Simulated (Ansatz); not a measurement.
Basis-set extrapolation for `B[SiH]1C[SiH2][SiH2]1` (PBE0-D4/def2-TZVP geometry, frozen core, the Gaussian-basis code of Ansatz). Multiplicity 1, RHF reference.

```tsv
	def2-TZVPP	def2-QZVPP
HF	-934.583582	-934.612794
MP2 correlation	-0.667696	-0.711829
CCSD(T) correlation	-0.771510	not run
```

Energies in hartree. Use E(X) = E(∞) + A·exp(−7.88·√X) for Hartree–Fock and E(X) = E(∞) + B·X^(−2.97) for correlation, with X = 3 and 4, and add CCSD(T) minus MP2 of the smaller set to the MP2 limit.

Problem. What is the CCSD(T) energy at the basis-set limit?

Solution. HF limit: -934.612794 + (-0.029212) × 0.13774 = -934.61682. MP2 limit: -0.711829 + (-0.044133) × 0.74074 = -0.74452. Higher-order term: -0.771510 − (-0.667696) = -0.10381. Total: -935.46515 hartree, 2.99 eV below CCSD(T)/def2-TZVPP.
